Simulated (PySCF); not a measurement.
TDDFT excited states: C3H9ClSSi2

C3H9ClSSi2.
SMILES: `CS[SiH2]/C(Cl)=C\[SiH3]`

Computed, not measured: PySCF, TDDFT wB97X-D/def2-SVPD, vertical, gas phase, core orbitals frozen in the response. The structure is a single GFN2-xTB conformer in the gas phase; no vibrational or solvent corrections. Torsions of this conformer, `[CH3:1][S:2][SiH2:3]/[C:4]([Cl:5])=[CH:6]\[SiH3:7]`: C1–S2–Si3–C4 -44°, S2–Si3–C4–Cl5 114°.

```json
{"state": "S1", "E (eV)": "4.98", "ν̃ (cm⁻¹)": "40180", "f": "0.012", "|μ| (D)": "0.79", "main configurations (H = HOMO, L = LUMO)": "H→L (92%)"}
{"state": "S2", "E (eV)": "5.73", "ν̃ (cm⁻¹)": "46180", "f": "0.192", "|μ| (D)": "2.98", "main configurations (H = HOMO, L = LUMO)": "H-1→L (95%)"}
{"state": "S3", "E (eV)": "5.87", "ν̃ (cm⁻¹)": "47350", "f": "0.0011", "|μ| (D)": "0.22", "main configurations (H = HOMO, L = LUMO)": "H→L+1 (30%), H→L+2 (28%), H→L+3 (17%)"}
{"state": "S4", "E (eV)": "6.04", "ν̃ (cm⁻¹)": "48760", "f": "0.016", "|μ| (D)": "0.84", "main configurations (H = HOMO, L = LUMO)": "H-2→L (71%), H-3→L (10%)"}
{"state": "S5", "E (eV)": "6.35", "ν̃ (cm⁻¹)": "51200", "f": "0.0041", "|μ| (D)": "0.41", "main configurations (H = HOMO, L = LUMO)": "H-3→L (48%), H-4→L (40%)"}
{"state": "S6", "E (eV)": "6.39", "ν̃ (cm⁻¹)": "51520", "f": "0.015", "|μ| (D)": "0.79", "main configurations (H = HOMO, L = LUMO)": "H-1→L+1 (53%), H→L+1 (14%)"}
{"state": "S7", "E (eV)": "6.50", "ν̃ (cm⁻¹)": "52410", "f": "0.028", "|μ| (D)": "1.06", "main configurations (H = HOMO, L = LUMO)": "H→L+1 (32%), H-1→L+1 (20%), H→L+2 (12%)"}
{"state": "S8", "E (eV)": "6.88", "ν̃ (cm⁻¹)": "55500", "f": "0.0078", "|μ| (D)": "0.55", "main configurations (H = HOMO, L = LUMO)": "H→L+5 (43%), H→L+3 (14%), H-3→L (9%)"}
```

Triplets, Tamm–Dancoff:

```
state  E (eV)  λ (nm)  main configurations (H = HOMO, L = LUMO)
   T1    3.78   327.8                               H-1→L (83%)
   T2    4.80   258.5                                 H→L (84%)
   T3    5.46   227.2     H→L+2 (30%), H→L+1 (27%), H→L+3 (17%)
```

The lowest singlet lies at 4.98 eV (249 nm, ultraviolet) and is weak; its leading configuration is HOMO→LUMO (92%). The strongest level in the table is S2 at 5.73 eV (217 nm, f = 0.192). Löwdin shares by element: HOMO sulfur 69%, carbon 10% or more, silicon 8% or more; LUMO carbon 54% or more, silicon 19% (atoms not listed hold the other 26%). The oscillator strengths of these states sum to 0.276; summed over the whole spectrum of an exact calculation they would give the number of electrons, 88 (Thomas–Reiche–Kuhn). Orbital energies (eV): HOMO-3 -10.97, HOMO-2 -10.30, HOMO-1 -9.54, HOMO -8.82, LUMO 0.21, LUMO+1 1.57, LUMO+2 1.77. Weighted by f, the mean energy of these states is 5.87 eV. Only the lowest 8 singlets were computed, as vertical energies without vibronic structure.
